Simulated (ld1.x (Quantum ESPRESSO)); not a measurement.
# palladium (Pd), PAW: configuration errors across variants

* Element: palladium
* Generator: ld1.x (Quantum ESPRESSO) 7.5
* Type: PAW
* Functional: PBE
* Relativity: scalar-relativistic
* Frozen core: [Kr]
* Valence charge: 10
* Reference configuration: 4d8 5s0 5p0 (charge +2)
* Partial waves: 5s (bound, empty): rcut 1.35, rcutus 1.70 bohr; 5s channel at -1.15 Ry: rcut 1.35, rcutus 1.70 bohr; 5p (bound, empty): rcut 1.75, rcutus 2.30 bohr; 5p channel at 0.05 Ry: rcut 1.75, rcutus 2.30 bohr; 4d (bound): rcut 2.00, rcutus 2.20 bohr; 4d channel at -1.65 Ry: rcut 2.00, rcutus 2.20 bohr
* Local potential: all-electron potential smoothed inside 1.50 bohr (lloc = -1)
* Core correction: Bessel-smoothed model core, default radius (core density twice the valence density)
* Augmentation charge: BESSEL, radius 1.05 bohr

All-electron excitation energies from the reference (eV): (1) 4d10 5s0 5p0 -29.934; (2) 4d9 5s0 5p0 -20.818; (3) 4d7 5s0 5p0 34.360; (4) 4d9 5s0 5p1 -24.695; (5) 4d9.5 5s0 5p0 -26.700.

Tests that are not counted but printed errors over 1 eV. “base”: 4d9 5s1 5p0 (solver errors, printed error -3.3 eV); 4d8 5s1 5p0 (solver errors, printed error -3.8 eV). “waves 5p (bound): rcut 1.46, rcutus 1.54 bohr; 5p channel at 0.05 Ry: rcut 1.46, rcutus 1.54 bohr”: 4d8 5s1 5p0 (solver errors, printed error -3.8 eV); 4d9 5s1 5p0 (solver errors, printed error -3.3 eV); 1 more. “waves 5p (bound): rcut 1.64, rcutus 1.74 bohr; 5p channel at 0.05 Ry: rcut 1.64, rcutus 1.74 bohr”: 4d8 5s1 5p0 (solver errors, printed error -3.8 eV); 4d9 5s1 5p0 (solver errors, printed error -3.3 eV); 1 more. “waves 5p (bound): rcut 1.75, rcutus 2.06 bohr; 5p channel at 0.05 Ry: rcut 1.75, rcutus 2.06 bohr”: 4d9 5s0 5p1 (solver errors, printed error -803 eV); 4d8 5s1 5p0 (solver errors, printed error -3.8 eV); 1 more. “waves 5p (bound): rcut 1.75, rcutus 2.28 bohr; 5p channel at 0.05 Ry: rcut 1.75, rcutus 2.28 bohr”: 4d9 5s1 5p0 (solver errors, printed error -3.3 eV); 4d8 5s1 5p0 (solver errors, printed error -3.8 eV).

A true bound ghost makes a file unfit for plane-wave use even where its test errors are small: the radial tests pick states by their node count and pass the ghost by. Where a test does run into it, the solver fails or the error is huge.

Errors AE − PS in meV (a dash: test not solved or not reliable):

| change | (1) | (2) | (3) | (4) | (5) | bound ghosts |
| --- | --- | --- | --- | --- | --- | --- |
| base | -125 | -53 | -113 | -2170 | -93 | s, p |
| waves 5p (bound): rcut 1.46, rcutus 1.54 bohr; 5p channel at 0.05 Ry: rcut 1.46, rcutus 1.54 bohr | -125 | -53 | -113 | – | -93 | s, p |
| waves 5p (bound): rcut 1.64, rcutus 1.74 bohr; 5p channel at 0.05 Ry: rcut 1.64, rcutus 1.74 bohr | -125 | -53 | -113 | – | -93 | s, p |
| waves 5p (bound): rcut 1.75, rcutus 2.06 bohr; 5p channel at 0.05 Ry: rcut 1.75, rcutus 2.06 bohr | -125 | -53 | -113 | – | -93 | s, p |
| waves 5p (bound): rcut 1.75, rcutus 2.28 bohr; 5p channel at 0.05 Ry: rcut 1.75, rcutus 2.28 bohr | -125 | -53 | -113 | -2170 | -93 | s, p |
| waves 5p (bound): rcut 1.75, rcutus 2.50 bohr; 5p channel at 0.05 Ry: rcut 1.75, rcutus 2.50 bohr | -125 | -53 | -113 | -46 | -93 | s, p |
| waves 5p (bound): rcut 1.75, rcutus 2.72 bohr; 5p channel at 0.05 Ry: rcut 1.75, rcutus 2.72 bohr | -125 | -53 | -113 | -49 | -93 | s |
| waves 5p (bound): rcut 1.75, rcutus 3.24 bohr; 5p channel at 0.05 Ry: rcut 1.75, rcutus 3.24 bohr | -125 | -53 | -113 | – | -93 | s, p |
| waves 5p (bound): rcut 1.75, rcutus 3.38 bohr; 5p channel at 0.05 Ry: rcut 1.75, rcutus 3.38 bohr | -125 | -53 | -113 | -63 | -93 | s, p |

Give the same row for: waves 5p (bound): rcut 1.75, rcutus 2.88 bohr; 5p channel at 0.05 Ry: rcut 1.75, rcutus 2.88 bohr.

-125, -53, -113, -49, -93; bound ghosts: s, p. Not counted: 4d9 5s1 5p0 (solver errors, printed error -3.3 eV); 4d8 5s1 5p0 (solver errors, printed error -3.8 eV).
